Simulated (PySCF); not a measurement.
In(H)2(OH) (H3InO), SMILES [OH][InH2]. Atoms are numbered in the order given.

```xyz
5

In     0.0030     0.2872     0.0000
H     -1.5652     0.9824     0.0000
H      1.6151     0.9043     0.0000
O     -0.1203    -1.7283     0.0000
H      0.7637    -2.1326     0.0000
```

Geometry: PBE-D3(BJ)/def2-TZVP. The def2 effective core potentials stand for the cores of In; spin–orbit coupling is left out.

All values below come from r2SCAN/def2-TZVPD run with PySCF.

Mulliken values depend strongly on the basis, most of all with diffuse functions as here. ESP charges are fitted to the potential on shells at 1.4 to 2.0 van der Waals radii. Atomic charges (e):

```
atom  Mulliken  ESP fit
----  --------  -------
In1       0.71      [?]
H2       -0.13      [?]
H3       -0.14      [?]
O4       -0.72      [?]
H5        0.29      [?]
```

### Question
Complete the blanks. (Estimate from the structure and the level; the computed values follow.)

### Answer

- In1, ESP fit: 0.75
- H2, ESP fit: -0.17
- H3, ESP fit: -0.21
- O4, ESP fit: -0.69
- H5, ESP fit: 0.33
